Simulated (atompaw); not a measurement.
**An all-electron radial function and its pseudo partner (helium (He))**

Columns: radius, all-electron u(r) and pseudo u(r) of the 1s shell (level -26.25 eV) of helium in the configuration 1s1.5; LDA (PW92), scalar-relativistic, PAW (atompaw) scheme, atompaw 4.2.0.5.

| r (bohr) | all-electron | pseudo |
| --- | --- | --- |
| 0.023 | 0.1113 | 0.0809 |
| 0.046 | 0.2125 | 0.1611 |
| 0.069 | 0.3045 | 0.2398 |
| 0.092 | 0.3878 | 0.3162 |
| 0.115 | 0.4632 | 0.3897 |
| 0.138 | 0.5311 | 0.4598 |
| 0.162 | 0.5946 | 0.5286 |
| 0.185 | 0.6491 | 0.5901 |
| 0.208 | 0.6977 | 0.6467 |
| 0.231 | 0.7408 | 0.6984 |
| 0.254 | 0.7790 | 0.7449 |
| 0.277 | 0.8126 | 0.7863 |
| 0.300 | 0.8419 | 0.8225 |
| 0.323 | 0.8673 | 0.8538 |
| 0.346 | 0.8891 | 0.8804 |
| 0.369 | 0.9076 | 0.9025 |
| 0.392 | 0.9230 | 0.9206 |
| 0.415 | 0.9356 | 0.9349 |
| 0.438 | 0.9457 | 0.9459 |
| 0.462 | 0.9537 | 0.9543 |
| 0.485 | 0.9591 | 0.9598 |
| 0.508 | 0.9625 | 0.9630 |
| 0.531 | 0.9642 | 0.9644 |
| 0.554 | 0.9641 | 0.9643 |
| 0.577 | 0.9626 | 0.9626 |
| 0.600 | 0.9597 | 0.9597 |

Q: How many radial nodes do the two functions have?

A: The all-electron 1s function has n − l − 1 = 0; the pseudo-wave has 0.

Q: Is the pseudo-wave norm-conserving?

A: No, it belongs to a PAW set: the norm inside the radius is not constrained, and the difference is carried by the augmentation charge.
